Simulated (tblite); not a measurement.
Species: C₅H₁₃FSi₂.
Atom-mapped SMILES: `[F:1][C@H:2]1[CH2:3][C@H:4]([CH:5]([SiH3:6])[SiH3:7])[CH2:8]1` (hydrogens: H9 on C2; H10, H11 on C3; H12 on C4; H13 on C5; H14, H15, H16 on Si6; H17, H18, H19 on Si7; H20, H21 on C8)

Computed with GFN2-xTB (tblite), gas phase: L-BFGS steps from a force-field or distance-geometry start until the largest atomic force falls under 0.01 eV/Å.

Step 8: E = -694.1273 eV
```
atom  x, y, z in Å  |  force x, y, z in eV/Å
F1     -3.2131    0.2078    1.2507    0.019   0.018   0.039
C2     -2.5849   -0.1783    0.0871    0.052  -0.023   0.008
C3     -1.5496    0.8587   -0.3671   -0.037  -0.006  -0.006
C4     -0.4732    0.0670    0.4111   -0.089  -0.031   0.032
C5      0.9230   -0.0625   -0.1707   -0.088   0.008  -0.003
Si6     1.8510    1.5998   -0.2603    0.040   0.153   0.036
Si7     2.0248   -1.2845    0.7906    0.026  -0.133   0.108
C8     -1.4293   -1.1501    0.3654   -0.023   0.015   0.000
H9     -3.3971   -0.4738   -0.5886    0.175  -0.002  -0.038
H10    -1.7388    1.8909   -0.0787    0.022  -0.051   0.019
H11    -1.4024    0.7901   -1.4435    0.035   0.083   0.002
H12    -0.4224    0.4448    1.4344    0.043  -0.002   0.013
H13     0.8207   -0.4397   -1.1913    0.004  -0.041  -0.101
H14     1.1022    2.5944   -1.0415    0.032  -0.070   0.072
H15     3.1515    1.3542   -0.8948   -0.073   0.053  -0.032
H16     2.0969    2.0888    1.1052   -0.092   0.019  -0.131
H17     2.2707   -0.7595    2.1411   -0.083  -0.096  -0.066
H18     1.4153   -2.6223    0.8564    0.033   0.129   0.009
H19     3.3131   -1.3674    0.0943   -0.050  -0.068   0.006
H20    -1.2486   -1.7736   -0.5104    0.037  -0.032   0.104
H21    -1.5187   -1.7679    1.2587    0.017   0.077  -0.071
```

Step 9: E = -694.1320 eV
```
atom  x, y, z in Å  |  force x, y, z in eV/Å
F1     -3.2135    0.2080    1.2512    0.062  -0.006  -0.032
C2     -2.5829   -0.1791    0.0859    0.010  -0.002   0.025
C3     -1.5487    0.8585   -0.3676   -0.010  -0.016   0.015
C4     -0.4735    0.0666    0.4122   -0.024  -0.005  -0.003
C5      0.9209   -0.0628   -0.1726    0.015  -0.005  -0.008
Si6     1.8453    1.6067   -0.2631    0.033   0.036   0.022
Si7     2.0193   -1.2924    0.7931    0.026  -0.021   0.024
C8     -1.4283   -1.1498    0.3651   -0.005   0.018   0.008
H9     -3.3937   -0.4739   -0.5899    0.143  -0.012  -0.052
H10    -1.7384    1.8872   -0.0731    0.009   0.004   0.015
H11    -1.3956    0.7960   -1.4446    0.010   0.071   0.042
H12    -0.4132    0.4461    1.4360   -0.001  -0.024  -0.031
H13     0.8260   -0.4408   -1.1959   -0.028  -0.019  -0.036
H14     1.0984    2.6023   -1.0438    0.025  -0.073   0.068
H15     3.1465    1.3568   -0.8941   -0.071   0.059  -0.042
H16     2.0938    2.0916    1.1005   -0.092   0.040  -0.086
H17     2.2678   -0.7645    2.1401   -0.086  -0.088  -0.033
H18     1.4132   -2.6294    0.8595    0.013   0.105   0.007
H19     3.3082   -1.3703    0.0965   -0.052  -0.077   0.006
H20    -1.2421   -1.7778   -0.5068    0.017  -0.008   0.108
H21    -1.5186   -1.7619    1.2597    0.007   0.023  -0.018
```

Step 10: E = -694.1350 eV
```
atom  x, y, z in Å  |  force x, y, z in eV/Å
F1     -3.2126    0.2082    1.2513    0.067  -0.017  -0.057
C2     -2.5814   -0.1795    0.0857   -0.003   0.013   0.019
C3     -1.5486    0.8582   -0.3676    0.020  -0.004   0.028
C4     -0.4742    0.0663    0.4128    0.039   0.013  -0.028
C5      0.9198   -0.0631   -0.1738    0.069  -0.013  -0.015
Si6     1.8430    1.6107   -0.2641    0.005  -0.066  -0.001
Si7     2.0171   -1.2968    0.7948    0.008   0.065  -0.049
C8     -1.4281   -1.1493    0.3652    0.018   0.015   0.021
H9     -3.3888   -0.4742   -0.5917    0.094  -0.022  -0.064
H10    -1.7379    1.8851   -0.0700   -0.001   0.037   0.019
H11    -1.3919    0.8005   -1.4445   -0.003   0.057   0.052
H12    -0.4086    0.4465    1.4365   -0.023  -0.031  -0.045
H13     0.8281   -0.4417   -1.1989   -0.040   0.000   0.016
H14     1.0970    2.6047   -1.0435    0.004  -0.049   0.046
H15     3.1427    1.3594   -0.8947   -0.049   0.058  -0.052
H16     2.0902    2.0938    1.0965   -0.081   0.061  -0.025
H17     2.2646   -0.7689    2.1390   -0.078  -0.071   0.012
H18     1.4125   -2.6308    0.8612   -0.014   0.054   0.007
H19     3.3048   -1.3734    0.0977   -0.037  -0.080   0.000
H20    -1.2384   -1.7804   -0.5030    0.008  -0.006   0.082
H21    -1.5183   -1.7582    1.2597   -0.001  -0.014   0.035
```

Problem. Estimate the geometry and energy of step 11. (The exact step hangs on the optimiser's Hessian estimate; all steps are aligned on step 10, rigid shifts and turns removed.)

Solution. E = -694.1379 eV, largest force 0.154 eV/Å
```
atom  x, y, z in Å  |  force x, y, z in eV/Å
F1     -3.2107    0.2081    1.2506    0.047  -0.019  -0.058
C2     -2.5796   -0.1798    0.0857    0.006   0.020  -0.002
C3     -1.5482    0.8582   -0.3670    0.050   0.022   0.034
C4     -0.4740    0.0661    0.4128    0.085   0.023  -0.038
C5      0.9198   -0.0636   -0.1752    0.084  -0.016  -0.023
Si6     1.8412    1.6131   -0.2649   -0.022  -0.138  -0.019
Si7     2.0153   -1.2996    0.7955   -0.014   0.118  -0.098
C8     -1.4276   -1.1485    0.3658    0.045   0.004   0.036
H9     -3.3822   -0.4750   -0.5948    0.039  -0.030  -0.071
H10    -1.7375    1.8838   -0.0669   -0.007   0.056   0.026
H11    -1.3887    0.8057   -1.4435   -0.013   0.041   0.045
H12    -0.4049    0.4461    1.4361   -0.032  -0.028  -0.041
H13     0.8292   -0.4426   -1.2015   -0.042   0.013   0.049
H14     1.0959    2.6057   -1.0421   -0.024  -0.020   0.018
H15     3.1383    1.3630   -0.8965   -0.014   0.051  -0.065
H16     2.0853    2.0972    1.0922   -0.067   0.076   0.034
H17     2.2600   -0.7743    2.1382   -0.066  -0.047   0.057
H18     1.4116   -2.6305    0.8628   -0.041   0.002   0.006
H19     3.3011   -1.3780    0.0986   -0.007  -0.079  -0.013
H20    -1.2350   -1.7829   -0.4979    0.003  -0.014   0.042
H21    -1.5181   -1.7552    1.2603   -0.007  -0.036   0.081
```

The energy changes by -0.0029 eV. The first-order estimate −F·Δx gives -0.0039 eV and the mean of the old and new forces, exact on a quadratic surface, -0.0029 eV. The step makes an angle of 54° with the force vector and moves no atom by more than 0.007 Å.

What follows is the cost of the whole relaxation. Time: 1.4 s wall. Hardware: an Intel Xeon at 2.70 GHz with one thread, shared host with 64 logical CPUs at a one-minute load of 60.
